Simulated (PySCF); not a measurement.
Bonds (- single, = double, # triple, : aromatic): C1=C2, C2-N3, N3-Si4, Si4-C5, C5#N6, N3-C7, C7-C8, C7=O9. C1 carries H10, H11; C2 carries H12; Si4 carries H13, H14; C8 carries H15, H16, H17. H11 is cis to N3; H10 is trans to N3.

- σ from GIAO-PBE0/pcSseg-1
- geometry: GFN2-xTB
- code: PySCF 2.14
- in vacuum, no relativistic terms, fast rotation and ring inversion assumed for equivalent nuclei, one conformer

Shifts are taken against calculated references (same method and geometry level): ¹³C and ¹H and ²⁹Si against TMS; NH3 for ¹⁵N; ¹⁷O vs H2O.

```tsv
atoms	nucleus	count	δ (ppm)
C1	¹³C	1	?
H10	¹H	1	5.00
H11	¹H	1	?
H15/H16/H17	¹H	3	2.28
C2	¹³C	1	138.2
Si4	²⁹Si	1	-83.7
C5	¹³C	1	123.6
H13/H14	¹H	2	4.93
C8	¹³C	1	21.1
H12	¹H	1	?
C7	¹³C	1	182.8
N6	¹⁵N	1	355.3
O9	¹⁷O	1	?
N3	¹⁵N	1	167.6
```

Q: Fill in the missing shifts.

A: 
- C1: 110.1 ppm, β carbon of an enol-ether or enamine type C=C; the O or N lone pair pushes π density onto this β carbon and shields it
- H12: 6.50 ppm, hydrogen on an alkene carbon bearing nitrogen; olefinic region
- H11: 5.22 ppm, hydrogen on a β carbon of an enol-ether or enamine type C=C; attached to an sp2 carbon and in the plane of the double bond
- O9: 469.5 ppm, amide-type carbonyl oxygen

Shifts are as computed. Against solution values, carbons near 30 ppm lie about +3 ppm off and those near 130 ppm about +5 ppm. Of 1309 compounds with measured shifts, 239 miss one by over three times the rms of a fit or turn the order of signals round; such compounds aren't used in these exercises. Unscaled 17O shifts of doubly bonded oxygen tend to come out too high, by tens of ppm or more. Experimental scales use liquid or dissolved standards, which lie at an offset from isolated NH3 (liquid NH3: subtract about 20 ppm) and H2O (liquid H2O: subtract about 36 ppm). Unscaled 15N shifts of sp2 nitrogen come out 20 to 40 ppm too high even then.
